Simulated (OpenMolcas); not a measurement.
A run on Pd3+ with 4 ligands (bromide) in tetrahedral coordination (Td) at 2.68 Å. A charge of +0.25 e stands 2.6 Å behind each ligand. Ligand basis ANO-RCC-VDZP.

```
Program             : OpenMolcas 26.06
Method              : SS-CASPT2, IPEA 0.25 Eh, imaginary shift 0.1 Eh (the 51 lowest orbitals frozen, all others correlated)
Basis               : ANO-RCC-VDZP [6s5p3d1f]
Scalar Hamiltonian  : DKH2, point nucleus
Active space        : 7 electrons in 5 orbitals (4d)
State averaging     : 2S+1 = 4 even, 10 roots; 2S+1 = 2 even, 40 roots
Spin-orbit coupling : RASSI with atomic mean-field integrals over the reference wave functions
```

First CASPT2 step and the start of its output:

```
&CASPT2
Multistate=10 1 2 3 4 5 6 7 8 9 10
NoMult
Frozen=51
IPEA=0.25
Imaginary=0.1
MaxIter=60
WThr=0.0 0.3 0.05
PrWF=0.5
NoMix
```

```
--- CASPT2 ---
Orbital specifications:
      -----------------------

      Symmetry species                           1
                                                 a
      Frozen orbitals                           51
      Inactive orbitals                         39
      Active orbitals                            5
      Secondary orbitals                        56
      Deleted orbitals                           0
      Number of basis functions                151
Type of calculation                        SS-CASPT2
      Fock operator                              state-specific
      IPEA shift                                 0.25
      Real shift                                 0.00
      Imaginary shift                            0.10
      The input orbitals will be transformed to quasi-canonical
Reference energy:      -15459.4203188987
      E2 (Non-variational):      -1.0780737777
      Shift correction:          -0.0095836779
      E2 (Variational):          -1.0876574556
      Total energy:          -15460.5079763543
      Residual norm:              0.0000002487
      Reference weight:           0.65286
      Contributions to the CASPT2 correlation energy
      Active & Virtual Only:         -0.0750214515
      One Inactive Excited:          -0.3316291285
      Two Inactive Excited:          -0.6714231977
Reference energy:      -15459.4203188987
      E2 (Non-variational):      -1.0766616631
      Shift correction:          -0.0083958586
      E2 (Variational):          -1.0850575217
      Total energy:          -15460.5053764203
      Residual norm:              0.0000008983
      Reference weight:           0.65800
      Contributions to the CASPT2 correlation energy
      Active & Virtual Only:         -0.0748455370
...
```

Over all roots the printed reference weights run from 0.42 to 0.67, and roots that are degenerate in the reference spread by up to 8800 cm-1.

Question: Did the run give usable levels, and if not, why?

Answer: No. The equations converged, but the reference weight falls to 0.42 for at least one root against 0.67 for the best. A drop of that size marks an intruder state, so the energies of such roots and the levels built on them can't be trusted.
